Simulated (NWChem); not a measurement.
CH$_{2}$BrF; SMILES FCBr

```xyz
5

F      0.4146     1.9669     0.0000
C     -0.6149     1.0858     0.0000
Br     0.0630    -0.7684     0.0000
H     -1.2085     1.1967     0.9076
H     -1.2085     1.1967    -0.9076
```
Atoms are numbered in this order, from 1.

Level: B3LYP/6-31G* (spherical d) (NWChem), optimised geometry, unscaled harmonic frequencies. This build's default masses of Se (78.918 u) and Br (79.917 u) are each other's, which moves their modes by up to 0.6 %.

| frequency (cm⁻¹) | IR intensity (km/mol) |
|---|---|
| 303 | 0.7 |
| 618 | 75.0 |
| 951 | 0.1 |
| 1127 | 182.4 |
| 1256 | 3.0 |
| 1355 | 80.1 |
| 1530 | 0.8 |
| 3115 | 20.6 |
| 3197 | 11.2 |

The zero-point energy comes out as 19.2 kcal/mol and the thermal correction to the enthalpy at 298.15 K (with zero-point energy) is 22.0 kcal/mol. The heat capacity Cv is 9.7 cal/(mol K) and the entropy at 298.15 K and 1 atm (symmetry number 1) comes out as 66.1 cal/(mol K). The dipole moment is 1.92 D.

Rigid rotor and harmonic oscillator.
